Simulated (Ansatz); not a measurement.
Total energies of CH$_{3}$AlClFSe.

Cartesian coordinates in Å:
```
F 1.0669 1.1364 -1.9658
Al -0.0175 0.9631 -0.7350
C -0.3366 -0.8535 -0.0827
Cl 0.2616 -2.2351 -0.9871
Se 1.0568 -0.3158 1.3045
H -0.8868 2.1746 -0.2356
H -1.2196 -1.1497 0.4766
H 0.0752 0.2800 2.2250
```

Total charge 0; spin multiplicity 1. Correlated methods include outer-core shells of Se, which these sets cover unevenly. Scalar relativity is left out up to krypton. The bonds changed during the relaxation, so this is another structure than the one it started from. Geometry: relaxed with PBE0-D4/def2-TZVP. It is one conformer, not always the lowest. Basis def2-TZVPP, Ansatz 0.2.0.

RPA on PBE orbitals: Hartree–Fock energy of these orbitals -3240.38888 Eh, correlation -1.52356 Eh (frozen core).

```csv
functional,energy without D4 (Eh),D4 term (kJ/mol)
LDA (SPW92),-3237.12663,–
PBE,-3243.25539,-23.0
revPBE,-3243.70370,-60.3
BLYP,-3244.09669,-49.7
r2SCAN,-3243.95780,-5.2
B97M-V,-3243.43962,–
PBE0,-3243.39467,-19.6
B3LYP,-3244.16116,-37.8
r2SCANh,-3243.94326,-5.7
r2SCAN0,-3243.92296,-6.4
HSE06 (plane-wave form),-3243.37778,-18.5
BHLYP,-3244.01200,-32.7
CAM-B3LYP,-3244.18413,-20.3
LC-ωPBE,-3243.46789,–
ωB97X-V,-3243.71342,–
ωB97M-V,-3243.87215,–
B2PLYP,-3243.37600,–
PBE-QIDH,-3242.89082,–
```

B3LYP takes the VWN-RPA correlation (the form of Gaussian; ORCA's B3LYP/G). HSE06 is the plane-wave form, built on full-range PBE exchange. The double hybrids freeze the cores in their second-order part.

LC-ωPBE has ω = 0.4 bohr⁻¹.
